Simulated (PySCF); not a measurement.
## Exact mass, isotope pattern and composition

Species: TMS (`C[Si](C)(C)C`).

Calculated for natural abundance.

Question: What are the average molar mass and the monoisotopic mass?

Answer: For C4H12Si, with standard atomic weights, 4 × 12.011 + 1 × 28.085 + 12 × 1.008 = 88.225 g/mol. From the most abundant isotopes (12C, 28Si, 1H), 4 × 12.000000 + 1 × 27.976927 + 12 × 1.007825 = 88.0708 u.

Question: What cluster does the molecular ion M+• show when like nominal masses merge?

Answer: 
| nominal mass | m/z (centroid) | relative intensity |
| --- | --- | --- |
| 88 | 88.0703 | 100.0 |
| 89 | 89.0717 | 9.5 |
| 90 | 90.0677 | 3.7 |
| 91 | 91.0708 | 0.2 |

Cut off at 0.1 %. One electron mass, 0.00055 u, is taken off. Abundances used (%; other tables differ somewhat): 12C 98.93, 13C 1.07; 28Si 92.2297, 29Si 4.6832, 30Si 3.0872; 1H 99.9885, 2H 0.0115.

Question: Protons, neutrons, electrons, and exact less nominal mass of the monoisotopic species?

Answer: 50 protons, 38 neutrons and 50 electrons; 88.0708 − 88 = +0.0708 u.

Question: What share of all molecules is the monoisotopic species?

Answer: 0.9893^4 × 0.922297 × 0.999885^12 = 88.22 %.

Question: Which m/z would the protonated, sodiated and deprotonated molecule have?

Answer: [M+H]+ 89.0781, [M+Na]+ 111.0600, [M−H]− 87.0636, for the monoisotopic species (arithmetic only; whether such ions form is another matter).
